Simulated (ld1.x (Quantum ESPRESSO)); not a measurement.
Values are calculated unless marked as measured or tabulated.
# Potentials for Cl compared

Generated with ld1.x 7.5 (TM, RRKJ, ultrasoft, PAW), atompaw 4.2 or ONCVPSP 4.0.1. The cutoff is in Ry: for ld1.x and atompaw files where the sum of valence levels is converged to 10 mRy in a Bessel basis, for ONCV files where the hardest occupied wave has 1 mHa per electron of residual kinetic energy. The error is the largest all-electron minus pseudo excitation energy over each file’s own four to seven test configurations (ionisations up to +4, promotions, holes and added fractions of an electron), all of which were solved. The labels leave out finer settings (local radius, basis sizes, second energies), which also bear on the numbers. Spin-polarised tests are not counted. The rows are a selection from randomly drawn settings: files with unsolved tests, undetermined cutoffs or missed reference levels are left out.

| potential | cutoff (Ry) | largest error (meV) | bound ghosts |
| --- | --- | --- | --- |
| TM, PBE, scalar-relativistic, rc 1.06/1.10 (sp), local p, core correction no, reference 3s1.5 3p5.5 | 90 | +193 | none |
| TM, PBEsol, non-relativistic, rc 1.20/1.05 (sp), local smoothed, core correction yes, reference 3s1.75 3p5.25 | 100 | +208 | none |
| TM, LDA (PZ), scalar-relativistic, rc 0.95/1.15/1.38 (spd), local s, core correction yes, reference 3s2 3p5 | 140 | +274 | none |

Problem. Fill in the row for Cl: TM, PBEsol, scalar-relativistic, rc 1.25/1.55 (sp), local s, core correction yes, reference 3s2 3p4.

Solution. cutoff 50 Ry, largest error +154 meV, bound ghosts: none.

Problem. Fill in the row for Cl: PAW, PBE, scalar-relativistic, rc 1.40/1.05/1.50 (spd), local smoothed, core correction yes, reference 3s2 3p5.

Solution. cutoff 40 Ry, largest error -54 meV, bound ghosts: none.
